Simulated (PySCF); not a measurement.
C3H3N, SMILES N#CC=C. Atoms are numbered in the order given.

```xyz
7

C     -0.3584    -1.6119     0.0000
C      0.5044    -0.5856     0.0000
C      0.0919     0.7861     0.0000
N     -0.2255     1.9030     0.0000
H     -1.4394    -1.4519     0.0000
H      0.0045    -2.6422     0.0000
H      1.5857    -0.7581     0.0000
```
Charge 0, spin multiplicity 1.

Coordinates come from a B3LYP-D3(BJ)/def2-SVP optimisation.

These are PBE0/pcSseg-2 (PySCF) values and carry that method's errors.

GIAO shieldings, no solvent; atoms listed in one row are averaged. δ = σ(ref) − σ: ¹³C against TMS (σ = 186.1 ppm); ¹⁵N against NH3 (σ = 263.3 ppm); ¹H against TMS (σ = 31.54 ppm), references at their B3LYP-D3(BJ)/def2-TZVP geometries, non-relativistic.

Q: Estimate the chemical shifts. (Estimate from the structure and the level; the computed values follow.)

A: 
| nucleus | atoms | count | δ (ppm) |
|---|---|---|---|
| ¹³C | C1 | 1 | 152.0 |
| ¹³C | C3 | 1 | 126.8 |
| ¹³C | C2 | 1 | 122.2 |
| ¹⁵N | N4 | 1 | 323.7 |
| ¹H | H5 | 1 | 6.73 |
| ¹H | H6 | 1 | 6.56 |
| ¹H | H7 | 1 | 6.12 |
